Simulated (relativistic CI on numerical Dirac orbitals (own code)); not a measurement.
## As2+: what numerical and physical settings do to a radial Dirac CI calculation

Reference input:

```
atom As  Z=33  charge=2  electrons=31
nucleus A=75  rms_radius_fm=4.0968
hamiltonian dirac-coulomb  breit=on  qed=on  c_scale=1
orbitals kli  potential=per-configuration
slater_scale 1
correlation none
mixing on
grid step=0.0125 r_max=49.7
scf mixing=0.4 start=green max_iterations=150 tolerance=2e-08 node_fill=0.05
configurations
  [Ar] 3d10 4s2 4p
  [Ar] 3d10 4s 4p2
  [Ar] 3d10 4s2 4d
  [Ar] 3d10 4p3
  [Ar] 3d10 4s2 4f
end
```

Computed lowest total energy -2256.74995 Ha, first excitation 2767.7 cm⁻¹, 60 SCF steps. Runs with settings changed; * marks those that are bad on purpose:

```csv
Changed,Outcome,Lowest level,ΔE (Ha),First excitation (cm⁻¹),SCF steps,Message
Slater scale 1.2,converged,4s2 4p 2P°_1/2,-0.00898,2710.5,60,
"start potential previous, end of the grid at 24.85 bohr",not converged,,,,49,orbital 4f5/2 not found
nuclear radius 4.5065 fm,converged,4s2 4p 2P°_1/2,0.00297,2767.7,60,
iteration limit 1 *,not converged,,,,1,SCF of 1s2 2s2 2p6 3s2 3p6 3d10 4s2 4p did not converge
Slater scale 5 *,converged,4s2 4p 2P°_1/2,-0.323,1373.0,60,
```

With so few configurations and no correlation, terms lie too far apart (by 10 to 50 % near neutrality), their order can be wrong, and levels of other configurations are missing.
